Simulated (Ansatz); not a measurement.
Calculated with Ansatz (gas phase, PBE0-D4/def2-TZVP geometries, no zero-point term in ΔE). CCSD(T)/CBS adds triple-zeta CCSD(T) − MP2 to the extrapolated MP2 energy (def2 sets, frozen cores). This one scheme is used for every species. DFT in def2-TZVPP. B3LYP here is the variant with VWN-RPA as its local correlation; programs differ in this. For Se outer-core shells are correlated without core-valence functions, which leaves a few kJ/mol of doubt a bond. Scalar relativity is left out up to krypton. One conformer a species, not always the lowest.

Reaction (ligand exchange at the Al–C bond): `[CH3][AlH][C](=N)[SeH]` + CH₃SH → `[CH3][AlH][S]C` + `N=C[SeH]`

`[CH3][AlH][C](=N)[SeH]`:

Cartesian coordinates in Å:
```
C -0.740 -0.253 1.733
Al -0.957 -0.388 -0.199
C 0.527 0.211 -1.375
N 0.307 0.238 -2.621
Se 2.242 0.742 -0.610
H -0.451 0.758 2.038
H 0.050 -0.925 2.088
H -1.655 -0.515 2.269
H -2.252 -0.954 -0.907
H 1.087 0.561 -3.200
H 1.841 0.526 0.785
```

CH₃SH:

Cartesian coordinates in Å:
```
C -0.311 0.249 -0.287
S 1.089 -0.839 0.056
H -1.245 -0.174 0.079
H -0.370 0.335 -1.372
H -0.156 1.243 0.131
H 0.993 -0.815 1.394
```

`[CH3][AlH][S]C`:

```xyz
11

C    -1.334    1.073    0.260
Al   -0.013    0.280    1.458
S     1.531   -1.048    0.693
C     1.190   -1.117   -1.095
H    -1.923    0.307   -0.254
H    -2.029    1.712    0.810
H    -0.861    1.685   -0.514
H     0.044    0.526    3.022
H     0.997   -2.151   -1.376
H     2.067   -0.759   -1.634
H     0.331   -0.507   -1.370
```

`N=C[SeH]`:

Cartesian coordinates in Å:
```
N 0.429 -1.358 -0.041
C -0.038 -0.197 0.073
Se 0.769 1.239 -0.879
H -0.096 -2.026 0.521
H -0.896 0.100 0.685
H -0.168 2.244 -0.360
```

Task: Is it downhill or uphill in electronic energy at CCSD(T)/CBS, and by how much? (Best estimate.)

Result: Computed: Downhill: ΔE = -100.5 kJ/mol.

Task: What do these levels give: PBE0-D4, B3LYP-D4, B2PLYP, PBE, B3LYP, MP2/def2-TZVPP, SCS-MP2/def2-TZVPP, CCSD(T)/def2-TZVPP, SCS-MP2/def2-QZVPP, HF/CBS(def2), MP2/CBS(def2), CCSD/CBS(def2)? (Best estimate.)

Result: Computed: PBE0-D4 -104.6, B3LYP-D4 -99.4, B2PLYP -101.6, PBE -100.7, B3LYP -101.5, MP2/def2-TZVPP -102.8, SCS-MP2/def2-TZVPP -101.7, CCSD(T)/def2-TZVPP -99.8, SCS-MP2/def2-QZVPP -102.2, HF/CBS(def2) -110.6, MP2/CBS(def2) -103.5, CCSD/CBS(def2) -102.7 kJ/mol.

Largest T1 diagnostic among the species: 0.012.

From PBE to PBE0 (25 % exact exchange), in def2-TZVPP and without D4, ΔE moves by −5.1 kJ/mol. In def2-TZVPP, CCSD(T) changes the Hartree–Fock value by +11.5 kJ/mol (the triples alone add +2.2 kJ/mol) and MP2 by +8.5 kJ/mol.
